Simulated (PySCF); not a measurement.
GeH₂F₂, SMILES [GeH2]([F])[F].

Geometry optimised at ωB97X-D3(BJ)/def2-TZVP.

Computed with PBE0/def2-TZVPD run with PySCF.

Computed frontier levels, gap, dipole moment and polarisability:
```json
{
 "highest_occupied_level": "-10.10 eV",
 "lowest_empty_level": "-0.34 eV",
 "orbital_gap": "9.76 eV",
 "dipole_moment": "2.68 D",
 "quadrupole, principal values (traceless, Buckingham form, about the centre of nuclear charge)": "-4.93, 1.45, 3.48 D·Å",
 "mean_static_polarisability": "30.0 bohr³ (4.45 Å³)",
 "polarisability_principal_values": "29.4, 29.5, 31.2 bohr³"
}
```
